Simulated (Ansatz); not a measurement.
`BCB(B)F` + `N=C(F)S` → `B/N=C(/F)S` + `BCBF`  (cleavage of the B–B bond)

Isolated molecules relaxed with PBE0-D4/def2-TZVP in Ansatz; ΔE leaves out vibrations. CCSD(T)/CBS is the MP2 limit (def2-TZVPP, def2-QZVPP) plus CCSD(T) − MP2 in def2-TZVPP, frozen cores. DFT in def2-TZVPP. Each species was taken in one conformer, which may not be the lowest.

`BCB(B)F`:

```xyz
11

B     0.777   -1.280   -0.994
C     0.486    0.231   -0.822
B    -0.780    0.382    0.113
B    -0.644    0.831    1.725
F    -1.975    0.141   -0.433
H     1.567   -1.834   -0.286
H     0.178   -1.924   -1.804
H     0.178    0.683   -1.773
H     1.329    0.770   -0.382
H    -0.447    0.022    2.587
H    -0.668    1.978    2.068
```

`N=C(F)S`:

```xyz
6

N    -0.568    0.460   -1.025
C    -0.432    0.304    0.201
F    -1.296    0.890    1.028
S     0.722   -0.580    1.200
H     0.134   -0.023   -1.572
H     1.439   -1.051    0.168
```

`B/N=C(/F)S`:

```xyz
8

B    -0.745   -1.578    0.474
N    -0.271   -0.391   -0.010
C     0.200    0.676   -0.378
F    -0.181    1.262   -1.523
S     1.413    1.599    0.489
H    -0.192   -2.593    0.164
H    -1.703   -1.570    1.191
H     1.480    2.595   -0.407
```

`BCBF`:

Cartesian coordinates in Å:
```
B 0.718 -0.275 -1.067
C 0.320 -0.325 0.429
B -0.946 0.555 0.656
F -0.853 1.678 1.353
H -0.019 -0.721 -1.899
H 1.745 0.227 -1.420
H -0.059 -1.345 0.604
H 1.122 -0.073 1.123
H -2.028 0.277 0.221
```

| species | ωB97M-V energy (Eh) |
| --- | --- |
| `BCB(B)F` | -216.09255 |
| `N=C(F)S` | -592.09798 |
| `B/N=C(/F)S` | -617.55944 |
| `BCBF` | -190.68558 |

Task: Work out ΔE.

Result: ΔE = (-617.55944) + (-190.68558) − (-216.09255) − (-592.09798) = -0.05449 Eh = -143.1 kJ/mol. CCSD(T)/CBS gives -137.1 kJ/mol.

Largest T1 diagnostic among the species: 0.015.

From BLYP to BHLYP (50 % exact exchange), in def2-TZVPP and without D4, ΔE moves by +5.3 kJ/mol. Leaving LDA and LC-ωPBE aside and taking each functional with its dispersion term where it has one, the values, not all of them listed here, spread over 13.1 kJ/mol, from BLYP-D4 to ωB97X-V. LDA lies −14.3 kJ/mol from PBE without D4.
